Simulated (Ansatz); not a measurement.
`[SiH3]OBS` + `[OH][Sn][OH]` → `[OH][Sn][O][SiH3]` + `OBS`  (ligand exchange at the Si–O bond)

Program: Ansatz. Geometries: PBE0-D4/def2-TZVP. ΔE: electronic, gas phase. CBS: MP2 limit from def2 TZ/QZ plus the TZ coupled-cluster correction, frozen cores. DFT in def2-TZVPP. Elements past krypton have def2 core potentials. For Sn outer-core shells are correlated without core-valence functions, which leaves a few kJ/mol of doubt a bond. Each species was taken in one conformer, which may not be the lowest.

`[SiH3]OBS`:

Z-matrix (Å, degrees):
```
Si
O 1 1.646
H 1 1.481 2 108.1
H 1 1.488 2 111.3 3 120.2
H 1 1.481 2 107.9 3 -119.6
B 2 1.348 1 142.0 3 -116.4
S 6 1.807 2 125.7 1 -0.2
H 6 1.196 2 119.3 1 179.8
H 7 1.345 6 98.4 2 -0.1
```

`[OH][Sn][OH]`:

Z-matrix (Å, degrees):
```
O
Sn 1 1.987
H 1 0.960 2 116.9
O 2 1.966 1 91.9 3 180.0
H 4 0.964 2 111.9 1 0.0
```

`[OH][Sn][O][SiH3]`:

Z-matrix (Å, degrees):
```
Si
O 1 1.628
H 1 1.488 2 110.6
H 1 1.488 2 110.7 3 -120.9
H 1 1.497 2 111.3 3 119.6
Sn 2 1.989 1 141.7 3 -121.2
O 6 1.971 2 97.6 1 -0.0
H 7 0.963 6 116.4 2 0.2
```

`OBS`:

Cartesian coordinates in Å:
```
O 1.484 0.081 -0.146
B 0.178 -0.242 -0.265
S -1.092 0.579 0.736
H 1.682 0.766 0.499
H -0.122 -1.087 -1.051
H -2.131 -0.098 0.227
```

Question: Is it downhill or uphill in electronic energy at CCSD(T)/CBS, and by how much? (Estimate.)

Answer: Computed: Downhill: ΔE = -22.3 kJ/mol.

Question: What do these levels give: LDA (SPW92), BLYP-D4, B2PLYP, revPBE, r2SCAN0, LC-ωPBE, HF/def2-SVP, CCSD/def2-SVP, HF/def2-TZVPP, HF/CBS(def2), MP2/CBS(def2), CCSD/CBS(def2)? (An estimate is asked.)

Answer: The calculation gave: LDA (SPW92) -20.3, BLYP-D4 -20.7, B2PLYP -22.6, revPBE -22.2, r2SCAN0 -23.2, LC-ωPBE -24.1, HF/def2-SVP -37.9, CCSD/def2-SVP -37.6, HF/def2-TZVPP -24.7, HF/CBS(def2) -24.2, MP2/CBS(def2) -22.6, CCSD/CBS(def2) -22.4 kJ/mol.

Largest T1 diagnostic among the species: 0.018.

Leaving LDA and LC-ωPBE aside and taking each functional with its dispersion term where it has one, the values, not all of them listed here, spread over 4.6 kJ/mol, from B97M-V to BLYP-D4. At CCSD(T), def2-SVP lies −15.1 kJ/mol from the extrapolated value and def2-TZVPP −1.9 kJ/mol.
